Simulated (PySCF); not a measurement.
Vertical excitations of a molecule C₂H₆ClNSi₂ from TDA-M06-2X/def2-SVPD (PySCF), as energy in eV (oscillator strength): 5.01 (0.000), 5.85 (0.022), 5.92 (0.000), 6.36 (0.075), 7.03 (0.001), 7.07 (0.002), 7.22 (0.002), 7.40 (0.015), 7.67 (0.000), 7.85 (0.462). Lowest triplet (TDA): 4.62 eV. Coordinates come from a B3LYP-D3(BJ)/def2-SVP optimisation. The values are those of a single conformer.

Problem. Which structure fits?
A. N[SiH2]C#C[SiH2]Cl
B. Cl[Si@@H]1C=NC[SiH2]1
C. Cl[SiH2][Si@@H]1C=NC1
D. Cl[Si@H]1C[SiH2]C=N1

Solution. A, N[SiH2]C#C[SiH2]Cl
